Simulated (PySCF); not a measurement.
Computed IR spectrum (relative IR intensity) of a molecule C₅H₇O, multiplicity 2. Geometry optimised at B3LYP-D3(BJ)/def2-SVP. The values are those of a single conformer. Level of theory: B3LYP-D3(BJ)/def2-SVP in PySCF. Harmonic, unscaled wavenumbers; measured fundamentals usually lie a few per cent lower.

Lines under 2 % of the strongest are left out, and lines within 2 cm⁻¹ are merged.

| ν (cm⁻¹) | relative intensity |
|---|---|
| 76 | 2.6 |
| 385 | 9.9 |
| 452 | 2.2 |
| 472 | 3.3 |
| 980 | 3.5 |
| 1152 | 33 |
| 1267 | 10 |
| 1357 | 3.1 |
| 1392 | 4.7 |
| 1419 | 3.0 |
| 1448 | 2.9 |
| 1868 | 100 |
| 2956 | 14 |
| 2977 | 5.7 |
| 2997 | 3.1 |
| 3036 | 8.4 |
| 3047 | 4.6 |
| 3117 | 2.7 |
| 3207 | 5.2 |

### Question
Which molecule gave these data?
A. C[C]=CC(C)=O
B. O=C1C[CH]CC1
C. O=C1[CH]CCC1

### Answer
B, O=C1C[CH]CC1
